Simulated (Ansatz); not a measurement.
```yaml
crystal:
  periodic: [true, true, true]
  atoms:
    - {symbol: C, position_ang: [0.073225, 2.269064, 0.334371]}
    - {symbol: O, position_ang: [0.039474, 1.156881, -0.582481]}
    - {symbol: Al, position_ang: [0.634022, -0.654117, 0.021803]}
    - {symbol: C, position_ang: [0.353937, -1.628879, -1.676397]}
    - {symbol: C, position_ang: [-0.605205, -1.027063, 1.504415]}
    - {symbol: H, position_ang: [-0.800695, 2.186027, 1.003493]}
    - {symbol: H, position_ang: [1.008517, 2.311945, 0.855312]}
    - {symbol: H, position_ang: [-0.020941, 3.261505, -0.270039]}
    - {symbol: H, position_ang: [-0.752976, 1.140093, -1.129302]}
    - {symbol: H, position_ang: [2.134277, -0.235240, 0.443779]}
    - {symbol: H, position_ang: [-0.721582, -1.663930, -1.967033]}
    - {symbol: H, position_ang: [0.598638, -2.664561, -1.564204]}
    - {symbol: H, position_ang: [0.879762, -1.245140, -2.469869]}
    - {symbol: H, position_ang: [-0.527480, -0.241018, 2.374288]}
    - {symbol: H, position_ang: [-0.434528, -1.991489, 1.938417]}
    - {symbol: H, position_ang: [-1.742171, -0.929773, 1.163631]}
basis:
  gaussian: {orbitals: def2-SVP}
hamiltonian: {xc: {name: r2SCAN50}, dispersion: d4}
accuracy: high
```

```sh
$ ansatz run in.yaml --threads 4 --pin off --events-out ev --progress --plain --max-ram 11315MiB
```

Output, abridged:

```
Error: YAML parse error: error: line 2 column 3: crystal: missing field `lattice` (a structure is typed as `lattice` and `atoms`, a molecule's as `atoms` in Å alone, or read from a run's directory, `checkpoint`)
 --> <input>:2:3
1 | crystal:
2 |   periodic: [true, true, true]
3 |   atoms:
4 |     - {symbol: C, position_ang: [0.073225, 2.269064, 0.334371]}
```

(1) Something in this input is off. What?

Results:

(1) The molecule is marked periodic without a cell. The input was rejected before any iteration.
